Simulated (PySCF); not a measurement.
A series of related molecules.

All values: PBE0/pcSseg-1 (PySCF) at GFN2-xTB geometries, gas phase, one conformer each.

Task: Rank by HOMO energy, highest first.
A. `CC([SiH2][Si@@H](P)[SiH3])=C`
B. `[SiH3][SiH]([SiH3])P`
C. `ClC(Cl)([SiH2][Si@@H](P)[SiH3])Cl`

Result: A (-7.21 eV), B (-7.37 eV), C (-7.50 eV).

Task: Rank by HOMO–LUMO gap, highest first.
A. `[SiH3][SiH]([SiH3])P`
B. `C=C(C)[SiH2][Si@H]([SiH3])P`
C. `[SiH3][Si@H](P)[SiH2]C(Cl)(Cl)Cl`

Result: A (6.70 eV), B (6.52 eV), C (6.19 eV).

Task: Rank by dipole moment, lowest first.
A. `[SiH3:1][Si@H:2]([PH2:3])[SiH2:4][CH2:5][Cl:6]` with Si1–Si2–P3–H -79° and -171°, Si1–Si2–Si4–C5 26°, Si2–Si4–C5–Cl6 -58°
B. `[SiH3:1][Si@H:2]([PH2:3])[SiH2:4][C:5]([Cl:6])([Cl:7])[Cl:8]` with Si1–Si2–P3–H 164° and 71°, Si1–Si2–Si4–C5 83°
C. `[SiH3:1][SiH:2]([SiH3:3])[PH2:4]` with Si1–Si2–P4–H -34° and 59°
D. `[CH2:1]=[C:2]([CH3:3])[SiH2:4][Si@H:5]([SiH3:6])[PH2:7]` with C1–C2–Si4–Si5 -10°, C2–Si4–Si5–Si6 -53°, Si4–Si5–P7–H 58° and -34°

Result: C (0.86 D), D (1.67 D), A (1.98 D), B (2.63 D).

All values together:

```json
{"SMILES": "[SiH3][SiH]([SiH3])P", "change": "parent", "formula": "H9PSi3", "μ (D)": "0.86", "HOMO (eV)": "-7.37", "LUMO (eV)": "-0.67", "lowest IAO charge (e)": "-0.098 (H)", "highest IAO charge (e)": "+0.309 (Si)", "lowest Hirshfeld charge (e)": "-0.077 (H)", "highest Hirshfeld charge (e)": "+0.215 (Si)"}
{"SMILES": "[SiH3][Si@H](P)[SiH2]C(Cl)(Cl)Cl", "change": "H on Si replaced by CCl3", "formula": "CH8Cl3PSi3", "μ (D)": "2.63", "HOMO (eV)": "-7.50", "LUMO (eV)": "-1.31", "lowest IAO charge (e)": "-0.236 (C)", "highest IAO charge (e)": "+0.482 (Si)", "lowest Hirshfeld charge (e)": "-0.079 (H)", "highest Hirshfeld charge (e)": "+0.213 (Si)"}
{"SMILES": "C=C(C)[SiH2][Si@H]([SiH3])P", "change": "H on Si replaced by isopropenyl", "formula": "C3H13PSi3", "μ (D)": "1.67", "HOMO (eV)": "-7.21", "LUMO (eV)": "-0.70", "lowest IAO charge (e)": "-0.418 (C)", "highest IAO charge (e)": "+0.456 (Si)", "lowest Hirshfeld charge (e)": "-0.117 (C)", "highest Hirshfeld charge (e)": "+0.233 (Si)"}
{"SMILES": "[SiH3][Si@H](P)[SiH2]CCl", "change": "H on Si replaced by CH2Cl", "formula": "CH10ClPSi3", "μ (D)": "1.98", "HOMO (eV)": "-7.39", "LUMO (eV)": "-0.87", "lowest IAO charge (e)": "-0.513 (C)", "highest IAO charge (e)": "+0.474 (Si)", "lowest Hirshfeld charge (e)": "-0.126 (C)", "highest Hirshfeld charge (e)": "+0.237 (Si)"}
```

Conformers: `[SiH3:1][SiH:2]([SiH3:3])[PH2:4]` with Si1–Si2–P4–H -34° and 59°; `[SiH3:1][Si@H:2]([PH2:3])[SiH2:4][C:5]([Cl:6])([Cl:7])[Cl:8]` with Si1–Si2–P3–H 164° and 71°, Si1–Si2–Si4–C5 83°; `[CH2:1]=[C:2]([CH3:3])[SiH2:4][Si@H:5]([SiH3:6])[PH2:7]` with C1–C2–Si4–Si5 -10°, C2–Si4–Si5–Si6 -53°, Si4–Si5–P7–H 58° and -34°; `[SiH3:1][Si@H:2]([PH2:3])[SiH2:4][CH2:5][Cl:6]` with Si1–Si2–P3–H -79° and -171°, Si1–Si2–Si4–C5 26°, Si2–Si4–C5–Cl6 -58°.

Task: Give the shifts from the parent, `[SiH3][SiH]([SiH3])P`.

Result: 
| SMILES | change in μ (D) | change in HOMO (eV) | change in LUMO (eV) |
| --- | --- | --- | --- |
| [SiH3][Si@H](P)[SiH2]C(Cl)(Cl)Cl | +1.77 | -0.13 | -0.64 |
| C=C(C)[SiH2][Si@H]([SiH3])P | +0.81 | +0.16 | -0.03 |
| [SiH3][Si@H](P)[SiH2]CCl | +1.12 | -0.02 | -0.20 |
